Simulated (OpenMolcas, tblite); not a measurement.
## How methods differ on SiH2Br2 (dibromosilane)

SiH2Br2 has 5 atoms, charge 0, and is taken as a singlet. As SMILES, `Br[SiH2]Br`. The shape is that of a PBE0-D4/def2-TZVP optimisation.

Each level gives the vertical energy of the triplet above the singlet (eV). The values are calculated.

| level | kind | program | value (eV) | less CCSD(T)/def2-SVP |
| --- | --- | --- | --- | --- |
| IPEA1-xTB | semi-empirical | tblite | 6.43 | -0.70 |
| HF/def2-SVP | Hartree–Fock | OpenMolcas | 7.82 | +0.69 |
| SVWN5/def2-SVP | LDA | OpenMolcas | 5.87 | -1.26 |
| PBE/def2-SVP | GGA | OpenMolcas | 5.91 | -1.22 |
| M06-L/def2-SVP | meta-GGA | OpenMolcas | 6.25 | -0.88 |
| PBE0/def2-SVP | global hybrid | OpenMolcas | 6.42 | -0.71 |
| CCSD(T)/def2-SVP, open shells restricted | coupled cluster or CI | OpenMolcas | 7.13 | 0.00 |

CCSD(T)/def2-SVP, open shells restricted is the highest level here, not the true value. All-electron rows without a relativistic Hamiltonian named are non-relativistic. Spin-orbit coupling, which can split open shells on such heavy atoms by tenths of an eV, is left out. The values span 5.87 to 7.82 eV. A triplet this far above the singlet is often a Rydberg-like or dissociative state; sets without diffuse functions put Rydberg states too high. In the correlated wave-function rows the outer d shell of Br is correlated, in sets not made for it.
